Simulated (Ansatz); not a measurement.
```yaml
crystal:
  periodic: [false, false, false]
  atoms:
    - {symbol: F, position_ang: [0.506695, -1.358628, 1.316580]}
    - {symbol: Si, position_ang: [-0.048991, -0.976022, 0.363915]}
    - {symbol: F, position_ang: [-0.335844, -2.400646, -0.380456]}
    - {symbol: C, position_ang: [-0.737100, 0.712519, -0.093648]}
    - {symbol: C, position_ang: [0.407243, 0.975362, -0.773505]}
    - {symbol: H, position_ang: [-1.688021, 1.522272, -0.129867]}
    - {symbol: H, position_ang: [1.207739, 1.424707, -0.899203]}
basis:
  gaussian: {orbitals: def2-mTZVP}
hamiltonian: {xc: {name: r2SCAN}, dispersion: d4}
```

```sh
$ ansatz run in.yaml --threads 2 --pin off --events-out ev --progress --plain --max-ram 4352MiB
```

It prints (some lines left out):

```
Functional definition: r2SCAN
956 factors; their error is unknown
mean field evaluation 1: about -15393.3777 eV, gradient 8.0e1 eV
mean field evaluation 2: about -15357.6625 eV, gradient 1.3e2 eV
mean field evaluation 4: about -15405.4439 eV, gradient 2.1e1 eV
mean field evaluation 8: about -15406.5034 eV, gradient 2.8e-1 eV
mean field evaluation 16: about -15406.4880 eV, gradient 1.3e-4 eV
mean field -15406.48799546 eV, -566.1779909406 hartree, gradient 6.1e-5 eV, S^2 0.000000; 0 other end points of the search recorded, 0 dependent functions left out
reference -15406.48800660 eV, -566.1779913498 hartree; 23, 23 occupied and 81, 81 virtual orbitals, 956 factors
Total energy: -15406.52169395 eV, -566.1792293371 hartree
```

It took 9.1 s on 2 threads of an AMD EPYC on a shared host, with 0.15 GiB of host memory at the peak.
